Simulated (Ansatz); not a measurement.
Relaxation of C2H8FMgN (13 atoms, charge 0, multiplicity 1), to a largest force component of 0.03 eV/Å in at most 50 steps.

Theory: Ansatz 0.2.0, RKS PBE-D4/6-31G*.

```xyz
13
Properties=species:S:1:pos:R:3
Mg 0.262 -0.656 -0.577
F 2.201 0.305 1.872
C 1.294 -1.203 -2.315
H 1.281 0.413 1.964
N -0.806 0.015 1.078
C -1.705 1.172 1.056
H 1.915 -2.104 -2.158
H 0.604 -1.414 -3.152
H 1.971 -0.391 -2.640
H -1.174 -0.689 1.728
H -1.795 1.656 2.056
H -2.740 0.949 0.715
H -1.307 1.947 0.372
```

Question: Where does it end, and by what steps?

Answer: The forces met the threshold. The force dipped under the threshold on the way, but the program's further checks kept it going. After 19 steps the energy has fallen by 2.459 eV; Mg1 moved furthest, 1.22 Å. Parted: F2–H4 (0.93 → 2.38 Å). Joined: Mg1–F2 (3.27 → 1.80 Å), H4–N5 (2.30 → 1.03 Å).

```
step  energy less start (eV)  largest force component (eV/Å)  accepted
   0                  0.0000                           1.882       yes
   1                 -0.3383                           1.456       yes
   2                 -0.6436                           1.466       yes
   3                 -1.0395                           1.241       yes
   4                 -1.4593                           1.712       yes
   5                 -1.8937                           1.795       yes
   6                 -2.1970                           1.215       yes
   7                 -0.9695                          14.362        no
   8                 -2.3244                           0.616       yes
   9                 -2.3735                           0.285       yes
  10                 -2.4104                           0.160       yes
  11                 -2.4268                           0.165       yes
  12                 -2.4386                           0.289       yes
  13                 -2.4501                           0.146       yes
  14                 -2.4550                           0.056       yes
  15                 -2.4569                           0.080       yes
  16                 -2.4577                           0.044       yes
  17                 -2.4582                           0.027       yes
  18                 -2.4585                           0.022       yes
  19                 -2.4587                           0.016       yes
```

```xyz
13
Properties=species:S:1:pos:R:3
Mg 1.290 -0.300 -0.035
F 2.350 0.320 1.275
C 1.078 -1.038 -1.998
H 0.098 0.347 2.053
N -0.470 0.017 1.258
C -1.446 1.053 0.851
H 1.516 -2.048 -2.106
H 0.024 -1.113 -2.326
H 1.595 -0.394 -2.733
H -0.967 -0.824 1.577
H -2.177 1.304 1.642
H -1.992 0.706 -0.041
H -0.899 1.971 0.581
```

Whether the end is a true minimum wasn't checked by a vibrational analysis.

Time of the run: 23 s on 2 threads of Intel(R) Xeon(R) 6975P-C (Granite Rapids) (shared host), peak memory 0.17 GiB.
